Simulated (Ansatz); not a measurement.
Consider the redistribution: `C[SiH](F)N[SiH2]O` + `N#C[SiH3]` → `C[SiH](F)C#N` + `O[SiH2]N[SiH3]`.

Computed with Ansatz on PBE0-D4/def2-TZVP structures; ΔE is electronic, products minus reactants. CBS: MP2 limit from def2 TZ/QZ plus the TZ coupled-cluster correction, frozen cores. This one scheme is used for every species. Functionals use def2-TZVPP. B3LYP here is the variant with VWN-RPA as its local correlation; programs differ in this. Each species was taken in one conformer, which may not be the lowest.

`C[SiH](F)N[SiH2]O`:

Cartesian coordinates in Å:
```
C -1.573 1.028 -0.191
Si -0.151 1.015 0.990
F 0.818 2.242 0.615
N 0.699 -0.471 0.874
Si 0.755 -1.570 -0.454
O 1.153 -0.827 -1.866
H -2.303 0.257 0.066
H -1.230 0.849 -1.214
H -2.076 1.997 -0.170
H -0.536 1.248 2.403
H 1.324 -0.689 1.637
H 1.734 -2.620 -0.065
H -0.570 -2.158 -0.748
H 1.955 -0.302 -1.877
```

`N#C[SiH3]`:

```xyz
6

N    -1.608    1.800   -0.053
C    -0.840    0.942   -0.028
Si    0.390   -0.437    0.013
H     0.571   -0.912   -1.376
H    -0.164   -1.500    0.879
H     1.650    0.107    0.565
```

`C[SiH](F)C#N`:

Cartesian coordinates in Å:
```
C -1.158 0.310 0.368
Si 0.573 -0.318 0.336
F 0.610 -1.897 0.539
C 1.309 0.011 -1.333
N 1.747 0.259 -2.369
H -1.618 0.117 1.340
H -1.169 1.388 0.190
H -1.760 -0.172 -0.405
H 1.465 0.303 1.334
```

`O[SiH2]N[SiH3]`:

```xyz
11

O     1.857   -1.307    0.064
Si    0.212   -1.364    0.068
N    -0.549    0.072   -0.497
Si   -0.599    1.614    0.283
H     2.297   -1.157   -0.774
H    -0.113   -1.599    1.491
H    -0.286   -2.453   -0.814
H    -0.986    0.006   -1.405
H     0.217    2.638   -0.425
H    -0.056    1.421    1.651
H    -1.993    2.130    0.359
```

Question: Is it downhill or uphill in electronic energy at CCSD(T)/CBS, and by how much? (An estimate is asked.)

Answer: Computed: Uphill: ΔE = +0.25 eV.

Question: What do these levels give: ωB97X-V, ωB97M-V, B2PLYP, PBE, B3LYP, HF/def2-TZVPP, MP2/def2-TZVPP, SCS-MP2/def2-TZVPP, CCSD(T)/def2-TZVPP, HF/def2-QZVPP, SCS-MP2/def2-QZVPP, MP2/CBS(def2)? (Estimate.)

Answer: The calculation gave: ωB97X-V 0.26, ωB97M-V 0.27, B2PLYP 0.23, PBE 0.23, B3LYP 0.22, HF/def2-TZVPP 0.20, MP2/def2-TZVPP 0.25, SCS-MP2/def2-TZVPP 0.23, CCSD(T)/def2-TZVPP 0.25, HF/def2-QZVPP 0.20, SCS-MP2/def2-QZVPP 0.23, MP2/CBS(def2) 0.25 eV.

Largest T1 diagnostic among the species: 0.013.

In def2-TZVPP, CCSD(T) changes the Hartree–Fock value by +0.05 eV (the triples alone add +0.01 eV) and MP2 by +0.04 eV. The D4 term adds +0.05 eV with B3LYP and +0.03 eV with PBE0; it sums over pairs of atoms, weighted by their polarisabilities, and B3LYP, whose exchange is more repulsive, gets the larger term.
